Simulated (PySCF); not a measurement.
A structure optimised at PBE-D3(BJ)/def2-SVP, used in a PySCF frequency run:

```xyz
9

Al    -0.2008     0.0427     0.0000
Cl     0.5485     2.0264     0.0000
C      0.9594    -1.5063     0.0000
C      0.4500    -2.7591     0.0000
H      2.0607    -1.4007     0.0000
H      1.0923    -3.6596     0.0000
H     -0.6383    -2.9481     0.0000
O     -1.8919    -0.2350     0.0000
H     -2.5497     0.4774     0.0000
```

### Question
Write its SMILES, formula and point group.

### Answer
C=[CH][Al]([OH])[Cl], C2H4AlClO, Cs

### Question
What are its rotational constants (standard atomic weights)?

### Answer
5.3398, 1.7491, 1.3175 GHz
